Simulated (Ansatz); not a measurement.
Species: sum formula SnOH, charge 0, multiplicity 2. It need not be the lowest isomer of its formula. SMILES: [OH][Sn]
Geometry: optimised at B3LYP-D3(BJ)/def2-TZVP (Ansatz, a program for electronic structure).

Parts of the frozen-core correlation energy in def2-SVP (Ansatz, hartree). Frozen orbitals: 10; correlated occupied orbitals by spin: 6 and 5; virtual: 29 and 30. Open shells are spin-unrestricted. No spin-orbit coupling. In def2 rows, elements after Kr have scalar-relativistic effective core potentials.

| term | value |
|---|---|
| reference (HF) | -288.73260 |
| MP2 opposite-spin | ___ |
| MP2 same-spin | ___ |
| CCSD correlation | ___ |
| (T) | -0.00675 |
| CCSDT minus CCSD(T) | -0.00059 |
| T1 diagnostic | 0.025 |
| largest doubles amplitude | 0.065 |
| <S^2> of the reference | 0.763 |

Question: Fill in the missing entries.

Answer: 
- MP2 opposite-spin, value: -0.18218
- MP2 same-spin, value: -0.06202
- CCSD correlation, value: -0.25866
